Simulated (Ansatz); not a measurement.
A nudged elastic band was laid between two geometries of ClH + GeH4O2 (9 atoms, charge 0, multiplicity 1).

Level of theory: RKS PBE-D4/def2-SVP in Ansatz 0.2.0.

```
movable images  : 7
climbing image  : yes
spring          : 5.0 eV/Å²
optimiser       : quadratic models (default)
start path      : through a guess of the saddle point
force threshold : 0.05 eV/Å
iteration limit : 60
end points      : relaxed
```

First end point:

```xyz
9
Properties=species:S:1:pos:R:3
Ge 0.023 -0.421 0.127
H 0.271 -0.779 1.607
H 1.242 -0.214 -0.791
O -0.969 1.116 0.258
H -1.188 1.471 -0.626
O -0.961 -1.643 -0.738
H -1.716 -1.937 -0.195
Cl 1.225 2.654 1.616
H 0.118 2.154 1.057
```

Last end point:

```xyz
9
Properties=species:S:1:pos:R:3
Ge 0.298 0.511 -0.673
H -0.860 -0.512 2.994
H 1.143 0.235 -1.933
O -1.051 1.660 -0.913
H -1.770 1.229 -1.416
O -0.290 -1.072 -0.103
H -0.646 -0.998 0.805
Cl 1.491 1.475 0.863
H -0.268 -0.126 2.690
```

(1) Which bonds break or form, and what moves?

(2) Give the energies along the band, and the barrier.

(3) What is the geometry of the highest image?

(4) What are the harmonic wavenumbers there?

The band took 17 iterations and about 9 core-minutes.

Results:

(1) Bonds broken: Ge1–H2, Cl8–H9. Bonds formed: Ge1–Cl8, H2–H9. ClH + GeH4O2 becomes ClGeH3O2 + H2.

(2) The forces met the threshold. The highest image is number 4 of 0 to 8, 146.9 kJ/mol above the first end and 178.5 kJ/mol above the last; the last end lies 31.6 kJ/mol below the first. A vibrational analysis at the climbing image gives one clearly imaginary mode, 829i cm⁻¹: a first-order saddle point. The orbitals stay closed-shell, which can raise the energy where a bond breaks towards radicals; this wasn't checked here.

```
image  path coordinate (Å)  energy (kJ/mol)  Ge1–H2 (Å)  Cl8–H9 (Å)  Ge1–Cl8 (Å)
    0                 0.00              0.0        1.54        1.34         3.62
    1                 0.93             17.3        1.54        1.30         3.60
    2                 1.86             32.2        1.55        1.30         3.62
    3                 2.78             51.7        1.58        1.32         3.18
    4                 3.71            146.9        1.83        1.69         2.54
    5                 4.57             55.8        2.42        2.19         2.25
    6                 5.44             -3.2        3.03        2.48         2.19
    7                 6.30            -26.9        3.73        2.67         2.17
    8                 7.17            -31.6        3.98        3.00         2.17
```

(3) 
```xyz
9
Properties=species:S:1:pos:R:3
Ge 0.099 0.254 -0.061
H 0.032 -0.224 1.709
H 1.414 0.019 -0.815
O -1.115 1.485 -0.508
H -1.835 1.006 -0.968
O -0.744 -1.315 -0.394
H -1.542 -1.447 0.152
Cl 1.238 2.029 1.354
H 0.499 0.594 1.846
```

(4) 829i, 120, 171, 226, 277, 297, 367, 419, 593, 645, 694, 752, 876, 914, 952, 981, 1370, 2124, 2149, 3668, 3719 cm⁻¹.

Run time: 4.5 min on 2 threads of Intel(R) Xeon(R) Platinum 8259CL CPU @ 2.50GHz (Skylake/Cascade Lake) (shared host), peak memory 0.17 GiB.
